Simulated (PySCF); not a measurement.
Cu(NH3)H (singlet state).
Structure used (PBE0-D3(BJ)/def2-SVP), in Å, numbered top down from 1:
```xyz
6
CuH4N angstrom
Cu    -0.0063    0.0032   -1.2608
N      0.0021   -0.0013    0.7187
H     -0.4090    0.8496    1.1057
H      0.9498   -0.0702    1.0930
H     -0.5261   -0.7872    1.1009
H     -0.0106    0.0058   -2.7575
```

Method used: PySCF, PBE0-D3(BJ)/def2-SVP geometry optimisation, gas phase.

**Question.** Which atoms are bound to Cu1, and at what distances?

**Answer.** 2 atoms: H6 1.497 Å, N2 1.979 Å. The nearest atom not counted as bound is H4, at 2.54 Å (others tie with it).

**Question.** What is the shape at Cu1?

**Answer.** Linear: angle 179.9°.

**Question.** What are the other bond lengths?

**Answer.** N2–H3, N2–H4, N2–H5 1.021 Å.

**Question.** What are the rotational constants (commonest isotopes, rigid rotor)?

**Answer.** A = 186240, B = 8205, C = 8205 MHz: a prolate symmetric top.

Point group: C3v (tolerance 0.08 Å). Charge 0, singlet. PBE0-D3(BJ)/def2-SVP frequencies: not computed here.
